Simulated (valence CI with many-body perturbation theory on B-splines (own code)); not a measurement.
**Er61+: calculated level list**

Level of theory: valence CI with perturbative core correlation (CI+MBPT): five valence electrons over a frozen Dirac-Fock core [He], radial functions for each j: 9 s, 9 p, 8 d, 6 f, 3 g, 1 h, with the one-electron correlation potential Σ1, the two-electron term Σ2, the three-electron term Σ3, Breit, model QED; selected CI, second order for the rest, scaled by the run's own slope (own B-spline code, finite nucleus).

The last digits are not significant, and no measured levels were compared; by estimate large intervals hold to a few tenths of a per cent, small ones and those within an open d or f shell to about a per cent. Among the levels kept, up to 4000 cm⁻¹ of a level comes from second order outside the variational space, and about a tenth of that is noise between levels of different J, which matters for small intervals.

Levels 1 to 45 of 62, with energies above the lowest level, (2s^2 2p1/2^2 2p3/2) J=3/2. "Leading %" is the weight of the configuration and term that name the level; weights of strongly mixed levels are sums over their largest components and can fall short, so below about 35 % the name and the second component can differ from the true leading terms, or belong to a minority configuration. In the jj column 3d3/2^4 stands for four electrons in 3d with j = 3/2.

```csv
No.,Configuration,Term,J,E (eV),Leading %,Leading jj,Second component
1,2s2 2p3,2P°,3/2,0.0,48,2s^2 2p1/2^2 2p3/2 (100 %),27 % 2s2 2p3 2D°
2,2s2 2p3,4S°,3/2,936.2,55,2s^2 2p1/2 2p3/2^2 (100 %),45 % 2s2 2p3 2D°
3,2s2 2p3,2D°,5/2,958.9,100,2s^2 2p1/2 2p3/2^2 (100 %),
4,2s2 2p3,2P°,1/2,1004.5,100,2s^2 2p1/2 2p3/2^2 (100 %),
5,2s 2p4,4P,5/2,1240.0,71,2s 2p1/2^2 2p3/2^2 (100 %),29 % 2s 2p4 2D
6,2s 2p4,2S,1/2,1334.5,64,2s 2p1/2^2 2p3/2^2 (100 %),27 % 2s 2p4 4P
7,2s 2p4,2P,3/2,1335.8,50,2s 2p1/2^2 2p3/2^2 (100 %),35 % 2s 2p4 2D
8,2s2 2p3,2P°,3/2,1942.6,51,2s^2 2p3/2^3 (99 %),28 % 2s2 2p3 2D°
9,2s 2p4,4P,3/2,2201.0,84,2s 2p1/2 2p3/2^3 (100 %),11 % 2s 2p4 2D
10,2s 2p4,2D,5/2,2240.2,71,2s 2p1/2 2p3/2^3 (100 %),29 % 2s 2p4 4P
11,2s 2p4,2P,1/2,2296.1,64,2s 2p1/2 2p3/2^3 (99 %),35 % 2s 2p4 4P
12,2s 2p4,2D,3/2,2305.3,54,2s 2p1/2 2p3/2^3 (100 %),45 % 2s 2p4 2P
13,2p5,2P°,3/2,2640.7,99,2p1/2^2 2p3/2^3 (99 %),
14,2s 2p4,4P,1/2,3249.6,38,2s 2p3/2^4 (100 %),35 % 2s 2p4 2S
15,2p5,2P°,1/2,3604.0,100,2p1/2 2p3/2^4 (100 %),
16,2s2 2p2 3s,4P,1/2,7413.3,46,2s^2 2p1/2^2 3s (100 %),31 % 2s2 2p2 3s 2S
17,2s2 2p2 3p,2P°,1/2,7505.5,46,2s^2 2p1/2^2 3p1/2 (100 %),38 % 2s2 2p2 3p 4D°
18,2s2 2p2 3p,2P°,3/2,7796.9,34,2s^2 2p1/2^2 3p3/2 (100 %),20 % 2s2 2p2 3p 4D°
19,2s2 2p2 3d,2D,3/2,7879.3,42,2s^2 2p1/2^2 3d3/2 (100 %),33 % 2s2 2p2 3d 4F
20,2s2 2p2 3d,2D,5/2,7964.3,36,2s^2 2p1/2^2 3d5/2 (100 %),18 % 2s2 2p2 3d 4D
21,2s2 2p2 3s,4P,3/2,8361.7,88,2s^2 2p1/2 2p3/2 3s (100 %),10 % 2s2 2p2 3s 2P
22,2s2 2p2 3s,2P,1/2,8371.1,67,2s^2 2p1/2 2p3/2 3s (100 %),33 % 2s2 2p2 3s 4P
23,2s2 2p2 3s,2D,5/2,8381.0,64,2s^2 2p1/2 2p3/2 3s (100 %),35 % 2s2 2p2 3s 4P
24,2s2 2p2 3s,2D,3/2,8387.0,64,2s^2 2p1/2 2p3/2 3s (100 %),35 % 2s2 2p2 3s 2P
25,2s2 2p2 3p,4P°,1/2,8452.9,48,2s^2 2p1/2 2p3/2 3p1/2 (100 %),28 % 2s2 2p2 3p 4D°
26,2s2 2p2 3p,4D°,3/2,8459.0,55,2s^2 2p1/2 2p3/2 3p1/2 (100 %),22 % 2s2 2p2 3p 2D°
27,2s2 2p2 3p,2F°,5/2,8472.4,49,2s^2 2p1/2 2p3/2 3p1/2 (100 %),30 % 2s2 2p2 3p 2D°
28,2s2 2p2 3p,2P°,3/2,8508.4,43,2s^2 2p1/2 2p3/2 3p1/2 (99 %),25 % 2s2 2p2 3p 2D°
29,2s 2p3 3s,4P°,5/2,8625.8,46,2s 2p1/2^2 2p3/2 3s (97 %),27 % 2s 2p3 3s 6S°
30,2s 2p3 3s,2P°,3/2,8652.6,34,2s 2p1/2^2 2p3/2 3s (97 %),25 % 2s 2p3 3s 4S°
31,2s 2p3 3s,2P°,1/2,8708.8,36,2s 2p1/2^2 2p3/2 3s (84 %),26 % 2s 2p3 3s 4D°
32,2s 2p3 3s,2P°,3/2,8719.7,37,2s 2p1/2^2 2p3/2 3s (93 %),19 % 2s 2p3 3s 2D°
33,2s 2p3 3p,4P,3/2,8728.0,29,2s 2p1/2^2 2p3/2 3p1/2 (99 %),22 % 2s 2p3 3p 6P
34,2s 2p3 3p,2D,5/2,8729.0,25,2s 2p1/2^2 2p3/2 3p1/2 (98 %),19 % 2s 2p3 3p 4D
35,2s2 2p2 3p,4D°,5/2,8737.9,52,2s^2 2p1/2 2p3/2 3p3/2 (98 %),32 % 2s2 2p2 3p 4P°
36,2s2 2p2 3p,2P°,1/2,8744.4,32,2s^2 2p1/2 2p3/2 3p3/2 (87 %),27 % 2s2 2p2 3p 4P°
37,2s2 2p2 3p,2D°,3/2,8745.7,53,2s^2 2p1/2 2p3/2 3p3/2 (99 %),22 % 2s2 2p2 3p 4P°
38,2s2 2p2 3p,2F°,7/2,8752.6,64,2s^2 2p1/2 2p3/2 3p3/2 (100 %),36 % 2s2 2p2 3p 4D°
39,2s2 2p2 3p,2P°,3/2,8773.3,32,2s^2 2p1/2 2p3/2 3p3/2 (92 %),29 % 2s2 2p2 3p 4S°
40,2s2 2p2 3p,2D°,5/2,8778.6,65,2s^2 2p1/2 2p3/2 3p3/2 (99 %),16 % 2s2 2p2 3p 2F°
41,2s2 2p2 3p,2P°,1/2,8800.1,84,2s^2 2p1/2 2p3/2 3p3/2 (97 %),7 % 2s2 2p2 3p 4D°
42,2s 2p3 3p,2P,1/2,8805.5,35,2s 2p1/2^2 2p3/2 3p1/2 (96 %),17 % 2s 2p3 3p 4P
43,2s 2p3 3p,2D,3/2,8807.0,33,2s 2p1/2^2 2p3/2 3p1/2 (95 %),21 % 2s 2p3 3p 4F
44,2s2 2p2 3d,4F,3/2,8830.5,42,2s^2 2p1/2 2p3/2 3d3/2 (97 %),25 % 2s2 2p2 3d 2P
45,2s2 2p2 3d,4F,5/2,8831.8,53,2s^2 2p1/2 2p3/2 3d3/2 (99 %),39 % 2s2 2p2 3d 2F
```

The ionisation energy to 2s2 2p2 3P_0 of the next ion comes out as 13855 eV (NIST: 13855 ± 12 eV (theoretical)). All 62 levels together are meant to be complete up to 9057.2 eV.
